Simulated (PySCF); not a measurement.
Vertical excitations of a molecule C4H8O2 from PySCF with TDDFT-PBE/def2-SVPD, as energy in eV (oscillator strength): 5.71 (0.010), 6.02 (0.021), 6.09 (0.014), 6.39 (0.014), 6.75 (0.010), 7.00 (0.015), 7.06 (0.033), 7.09 (0.019), 7.14 (0.019), 7.31 (0.003). Lowest triplet (TDA): 5.59 eV. Geometry optimised at ωB97X-D3(BJ)/def2-SVP. One conformer was computed; it need not be the lowest.

Task: Which molecule gave these data?
(A) C[C@]1(O)C[C@@H]1O
(B) CO[C@@H]1C[C@H]1O
(C) C=COCOC
(D) COCCC=O

Result: A, C[C@]1(O)C[C@@H]1O
